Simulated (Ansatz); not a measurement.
Cost and result for the atomization energy of `C[O][Sn]([F])([F])[GeH3]` (12 atoms, 11 bonds).

Z-matrix (Å, degrees):
```
C
O 1 1.416
H 1 1.093 2 107.5
H 1 1.095 2 111.9 3 -118.9
H 1 1.095 2 111.9 3 118.9
Sn 2 1.938 1 121.1 3 179.7
F 6 1.916 2 105.5 1 -53.5
F 6 1.916 2 105.5 1 53.1
Ge 6 2.590 2 115.9 1 179.9
H 9 1.529 6 107.3 2 60.0
H 9 1.529 6 107.0 2 180.0
H 9 1.529 6 107.2 2 -60.1
```

The species carries charge 0 and has multiplicity 1. Correlated methods include outer-core shells of Ge, Sn, which these sets cover unevenly. Scalar relativity is left out up to krypton. Sn takes the def2 core potential. The geometry is a stationary point of PBE0-D4/def2-TZVP. It is one conformer, not always the lowest. Program: Ansatz. All runs use 3 threads of an AMD EPYC 7R13 on a shared host and a share of an NVIDIA H100 80 GB. Times are those of one run each, without the atoms' runs, and a repeat can differ threefold. Electronic energies, without spin–orbit coupling; frozen cores. CCSD(T)/CBS adds CCSD(T) − MP2 in def2-TZVPP to the MP2 limit, and its time is that of the two runs behind it. T1 = 0.014. With those shells the extrapolation isn't a true limit. B3LYP takes the VWN-RPA correlation (the form of Gaussian; ORCA's B3LYP/G).

CCSD(T)/CBS is a level of theory with its own doubt, some kJ/mol a heavy atom from the limit and from the frozen cores, so smaller differences don't rank the functionals.

```
                            level  functions  wall time
              BHLYP-D4/def2-TZVPP        306      3.1 s
               BLYP-D4/def2-TZVPP        306      3.6 s
          CAM-B3LYP-D4/def2-TZVPP        306      3.9 s
                 CCSD(T)/def2-SVP        144      4.4 s
               PBE0-D4/def2-TZVPP        306      4.8 s
                B2PLYP/def2-TZVPP        306      4.9 s
              PBE-QIDH/def2-TZVPP        306        6 s
                B97M-V/def2-TZVPP        306      6.5 s
B3LYP-D4/def2-TZVPP (with forces)        306        7 s
                   MP2/def2-QZVPP        579      7.5 s
            r2SCANh-D4/def2-TZVPP        306        8 s
               CCSD(T)/def2-TZVPP        306       15 s
                CCSD(T)/CBS(def2)          –       23 s
```

Question: What atomization energy does each give, and how far from CCSD(T)/CBS? (Best estimate.)

Answer: Ansatz gave: 
```csv
level,atomization (kJ/mol),difference from CCSD(T)/CBS,per bond
BHLYP-D4/def2-TZVPP,3780.6,-208.1,-18.9
BLYP-D4/def2-TZVPP,3936.4,-52.3,-4.8
CAM-B3LYP-D4/def2-TZVPP,3958.8,-29.9,-2.7
CCSD(T)/def2-SVP,3676.0,-312.7,-28.4
PBE0-D4/def2-TZVPP,3899.7,-89.0,-8.1
B2PLYP/def2-TZVPP,3890.4,-98.3,-8.9
PBE-QIDH/def2-TZVPP,3885.3,-103.4,-9.4
B97M-V/def2-TZVPP,3981.6,-7.1,-0.6
B3LYP-D4/def2-TZVPP (with forces),3919.4,-69.3,-6.3
MP2/def2-QZVPP,4001.3,12.6,1.1
r2SCANh-D4/def2-TZVPP,3914.7,-74.0,-6.7
CCSD(T)/def2-TZVPP,3861.6,-127.1,-11.6
CCSD(T)/CBS(def2),3988.7,0.0,0.0
```

From r2SCAN to r2SCAN0 (25 % exact exchange), in def2-TZVPP and without D4, the atomization energy moves by −101.3 kJ/mol: exact exchange takes away binding that semilocal exchange gives to molecules. In def2-TZVPP, CCSD(T) changes the Hartree–Fock value by +1107.0 kJ/mol (the triples alone add +68.3 kJ/mol) and MP2 by +1168.7 kJ/mol; breaking electron pairs costs correlation energy, which Hartree–Fock lacks. At CCSD(T), def2-SVP lies −312.8 kJ/mol from the extrapolated value and def2-TZVPP −127.1 kJ/mol: correlation converges slowly with the basis, and small sets miss more of it in the bonded molecule than in its fragments.

Spin–orbit coupling would lower the free Sn atoms strongly, and the atomization energy with them, by more than many differences here. For some Ge, Se and Sn compounds the MP2-based and the directly extrapolated limit differ by 10 to 25 kJ/mol.
